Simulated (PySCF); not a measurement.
**Which setting was changed?**

All runs: PySCF with density fitting, gas phase, non-relativistic, closed shells, each molecule at its own PBE0-D3(BJ)/def2-SVP geometry. Shieldings use GIAOs. All basis functions are spherical. Starting from PBE0/def2-SVP, one thing was changed at a time: the basis to 6-31G*, the basis to 6-31G, the basis to STO-3G.

Changes against PBE0/def2-SVP in 4 molecules:

```json
{"molecule": "C[SiH2]/C=C/[SiH3]", "changed to": "6-31G*", "mean 1H shielding (ppm)": "+0.54", "mean 13C shielding (ppm)": "+4.0", "HOMO energy (eV)": "+0.16"}
{"molecule": "C[SiH2]/C=C/[SiH3]", "changed to": "6-31G", "mean 1H shielding (ppm)": "+1.27", "mean 13C shielding (ppm)": "+9.3", "HOMO energy (eV)": "+0.20"}
{"molecule": "C[SiH2]/C=C/[SiH3]", "changed to": "STO-3G", "mean 1H shielding (ppm)": "+2.60", "mean 13C shielding (ppm)": "+57.7", "HOMO energy (eV)": "+2.45"}
{"molecule": "C/C=C(/Cl)O[SiH3]", "changed to": "6-31G*", "mean 1H shielding (ppm)": "+0.49", "mean 13C shielding (ppm)": "+2.3", "HOMO energy (eV)": "+0.12"}
{"molecule": "C/C=C(/Cl)O[SiH3]", "changed to": "6-31G", "mean 1H shielding (ppm)": "+0.97", "mean 13C shielding (ppm)": "+5.0", "HOMO energy (eV)": "+0.15"}
{"molecule": "C/C=C(/Cl)O[SiH3]", "changed to": "STO-3G", "mean 1H shielding (ppm)": "+2.27", "mean 13C shielding (ppm)": "+49.8", "HOMO energy (eV)": "+2.56"}
{"molecule": "C=CCO[SiH2]Cl", "changed to": "6-31G*", "mean 1H shielding (ppm)": "+0.50", "mean 13C shielding (ppm)": "+3.1", "HOMO energy (eV)": "+0.17"}
{"molecule": "C=CCO[SiH2]Cl", "changed to": "6-31G", "mean 1H shielding (ppm)": "+0.93", "mean 13C shielding (ppm)": "+5.9", "HOMO energy (eV)": "+0.11"}
{"molecule": "C=CCO[SiH2]Cl", "changed to": "STO-3G", "mean 1H shielding (ppm)": "+2.37", "mean 13C shielding (ppm)": "+55.6", "HOMO energy (eV)": "+2.72"}
{"molecule": "Cl[SiH2]OC1CC1", "changed to": "6-31G*", "mean 1H shielding (ppm)": "+0.40", "mean 13C shielding (ppm)": "-1.2", "HOMO energy (eV)": "+0.12"}
{"molecule": "Cl[SiH2]OC1CC1", "changed to": "6-31G", "mean 1H shielding (ppm)": "+0.90", "mean 13C shielding (ppm)": "+2.8", "HOMO energy (eV)": "+0.07"}
{"molecule": "Cl[SiH2]OC1CC1", "changed to": "STO-3G", "mean 1H shielding (ppm)": "+1.99", "mean 13C shielding (ppm)": "+35.8", "HOMO energy (eV)": "+2.88"}
```

For `C/C=C(\Cl)O[SiH3]` the PBE0/def2-SVP run gave mean 1H shielding 27.92 ppm, mean 13C shielding 109.6 ppm, HOMO energy -6.48 eV. The changed runs lost their labels:

| run | mean 1H shielding (ppm) | mean 13C shielding (ppm) | HOMO energy (eV) |
| --- | --- | --- | --- |
| A | 30.23 | 159.7 | -3.89 |
| B | 28.41 | 112.2 | -6.36 |
| C | 28.91 | 114.8 | -6.32 |

Task: Which run belongs to which change?

Result: A: STO-3G; B: 6-31G*; C: 6-31G.

```csv
run,"change of mean 1H shielding (ppm), here / mean of the others","change of mean 13C shielding (ppm), here / mean of the others","change of HOMO energy (eV), here / mean of the others",next best match
A,+2.31 / +2.31,+50.1 / +49.7,+2.59 / +2.65,6-31G
B,+0.49 / +0.48,+2.6 / +2.1,+0.12 / +0.14,6-31G
C,+0.99 / +1.02,+5.2 / +5.8,+0.16 / +0.13,6-31G*
```

Each run is given to the change whose mean effect on the other molecules lies nearest, every quantity measured in units of its scatter between molecules.

Task: Would one quantity have been enough? Give each run to the change with the nearest mean effect on that quantity alone.

Result: mean 1H shielding: 3 of 3 runs rightly; mean 13C shielding: 3 of 3 runs rightly; HOMO energy: 1 of 3 runs rightly.

Only sets that this rule tells apart clearly are shown.
